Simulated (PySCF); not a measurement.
BiCl3 (SMILES [Cl][Bi]([Cl])[Cl]), singlet, geometry from GFN2-xTB (such geometries of metal compounds can be far from the true shape) (core potentials on Bi). Base run: PySCF with HF/def2-SVP, polarisability.

PySCF was given this input:
```python
from pyscf import gto, scf
from pyscf.prop import polarizability

mol = gto.Mole()
mol.atom = '''
    Bi   -0.001148   -0.000252    0.502865
    Cl   -1.824113   -1.016848   -0.823066
    Cl    0.033889    2.090390   -0.817268
    Cl    1.795830   -1.072313   -0.814828
'''
mol.basis = 'def2-svp'
mol.ecp = {'Bi': 'def2-svp'}
mol.charge = 0
mol.spin = 0
mol.verbose = 3
mol.build()

mf = scf.RHF(mol)
mf.kernel()
alpha = mf.Polarizability().polarizability()[2, 2]
print('alpha_zz =', alpha)
```

Each row names what was changed in the base input (with any setting that the change needs).

```
change                                         alpha_zz (bohr³)  basis functions  core-seconds (rough)
---------------------------------------------  ----------------  ---------------  --------------------
base                                                      53.67               80                     2
finite field (a.u.) = 2e-4; conv_tol = 1e-6               53.00               80                     2
functional = pbe                                          56.62               80                    10
finite field (a.u.) = 0.005; conv_tol = 1e-11             53.67               80                     2
functional = lda,vwn                                      56.49               80                     8
functional = pbe0                                         55.43               80                    10
basis = def2-SVPD                                         73.65              113                     7
functional = camb3lyp                                     54.77               80                    30
finite field (a.u.) = 2e-4; conv_tol = 1e-11              53.67               80                     2
finite field (a.u.) = 0.001; conv_tol = 1e-11             53.67               80                     2
finite field (a.u.) = 0.05; conv_tol = 1e-11              54.10               80                     2
finite field (a.u.) = 0.02; conv_tol = 1e-11              53.74               80                     2
```

Finite-field rows take the second difference of the energy in a field along z; a small field with loose convergence shows SCF noise divided by the square of the field, and a large one adds hyperpolarisability.
